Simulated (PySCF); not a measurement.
**Cu (copper, neutral): PBEsol calculation**

Configuration: [Ar] 3d9 4s1 4p1, one real determinant (an excited configuration). Computed with PySCF 2.14 in aug-cc-pVTZ-PP with ECP10MDF, with a scalar-relativistic core potential.

```json
{"Total energy": "-196.8591 hartree", "One-electron energy": "-350.5075 hartree", "Hartree (Coulomb) energy": "172.0998 hartree", "Exchange-correlation energy": "-18.4514 hartree", "⟨S²⟩": "3.7507", "⟨L²⟩": "8.015", "Sum of ⟨r⟩": "20.79 bohr", "Sum of ⟨r²⟩": "40.19 bohr²", "Traceless quadrupole moment −½Σ⟨3z² − r²⟩ along its main axis": "-6.39 e·bohr²"}
```

```csv
shell,electrons,mean orbital energy (hartree),spread (hartree),"rms radius, mean of both spins (bohr)"
3s α,1,-4.51118,0,0.766
3s β,1,-4.45965,0,0.766
3p α,3,-2.92709,0.07291,0.814
3p β,3,-2.87593,0.01686,0.814
3d α,5,-0.43856,0.07956,1.10
3d β,4,-0.38908,0.02628,1.10
4s α,1,-0.27827,0,2.81
4p α,1,-0.09638,0,4.04
```

⟨L²⟩ = 8.01 against 12 for a pure F term, so this real determinant mixes terms. Energies and moments cover only the electrons outside the core potential.
